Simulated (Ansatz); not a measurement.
Ansatz (a quantum-chemistry and plane-wave program) input:
A basis named .json is the Basis Set Exchange file of that set.

Ansatz 0.2 input:
```yaml
crystal:
  periodic: [false, false, false]
  atoms:
    - {symbol: Cu, position_ang: [-0.34363524, -0.13852505, -0.26355625]}
    - {symbol: O, position_ang: [1.11958749, 0.34008522, 0.84044434]}
    - {symbol: H, position_ang: [1.00872216, 1.29654475, 0.91957655]}
basis:
  gaussian:
    orbitals: def2-QZVPP.json
    fitting: {mean_field: def2-universal-jkfit, correlation: def2-QZVPP-RIFIT.json}
total_charge: -1
magnetization: {spin_polarized: true, initial_magnetization: 1}
correlation: {method: mp2, electrons: outside_noble_gas}
```

**Question.** What final total energy does it print?

**Answer.** -1715.18653 Eh (RI-MP2/def2-QZVPP). The basis has 187 functions.

The spin state was set by rule; other spins were not relaxed.
